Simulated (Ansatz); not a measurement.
`C[N](C)[AlH2]` + `N=C[SeH]` → `[AlH2]/[N]=C\[SeH]` + `CNC`  (ligand exchange at the Al–N bond)

Calculated with Ansatz (gas phase, PBE0-D4/def2-TZVP geometries, no zero-point term in ΔE). CCSD(T)/CBS adds triple-zeta CCSD(T) − MP2 to the extrapolated MP2 energy (def2 sets, frozen cores). This one scheme is used for every species. Functionals use def2-TZVPP. HSE06 is defined as in plane-wave codes. For Se outer-core shells are correlated without core-valence functions, which leaves a few kJ/mol of doubt a bond. Scalar relativity is left out up to krypton. One conformer a species, not always the lowest.

`C[N](C)[AlH2]`:

Cartesian coordinates in Å:
```
C -0.618 -1.053 -0.683
N -0.032 0.030 0.070
C 1.173 0.535 -0.543
Al -0.714 0.666 1.577
H -1.527 -1.415 -0.196
H -0.884 -0.738 -1.702
H 0.075 -1.901 -0.776
H 1.595 1.352 0.048
H 0.982 0.915 -1.556
H 1.940 -0.248 -0.631
H -2.046 -0.004 2.113
H 0.056 1.859 2.279
```

`N=C[SeH]`:

Z-matrix (Å, degrees):
```
C
Se 1 1.903
N 1 1.257 2 119.6
H 1 1.094 2 114.0 3 180.0
H 2 1.468 1 94.0 3 -180.0
H 3 1.018 1 111.3 2 -180.0
```

`[AlH2]/[N]=C\[SeH]`:

Cartesian coordinates in Å:
```
Al -1.644 -0.886 0.823
N -0.190 -0.051 0.313
C 0.824 0.518 -0.097
Se 1.400 0.465 -1.940
H -1.487 -2.378 1.315
H -2.998 -0.076 0.776
H 1.505 1.111 0.528
H 2.590 1.297 -1.718
```

`CNC`:

```xyz
10

C    -0.372   -0.523   -1.024
N     0.373   -0.566    0.213
C     0.404    0.709    0.891
H    -0.415   -1.519   -1.469
H     0.140    0.134   -1.735
H    -1.404   -0.147   -0.914
H    -0.018   -1.270    0.824
H     0.958    1.431    0.283
H     0.928    0.612    1.844
H    -0.594    1.139    1.086
```

Task: Is it downhill or uphill in electronic energy at CCSD(T)/CBS, and by how much? (An estimate is asked.)

Result: Computed: Nearly level: ΔE = 0.00 eV.

Task: What do these levels give: PBE0, HSE06, HF/def2-SVP, CCSD/def2-SVP, MP2/def2-TZVPP, MP2/CBS(def2)? (Estimate.)

Result: The calculation gave: PBE0 -0.07, HSE06 -0.07, HF/def2-SVP -0.13, CCSD/def2-SVP 0.01, MP2/def2-TZVPP -0.01, MP2/CBS(def2) -0.02 eV.

Largest T1 diagnostic among the species: 0.013.

Leaving LDA and LC-ωPBE aside and taking each functional with its dispersion term where it has one, the values, not all of them listed here, spread over 0.08 eV, from BLYP-D4 to ωB97X-V. LDA lies +0.05 eV from PBE without D4. In def2-TZVPP, CCSD(T) changes the Hartree–Fock value by +0.13 eV (the triples alone add +0.01 eV) and MP2 by +0.11 eV.
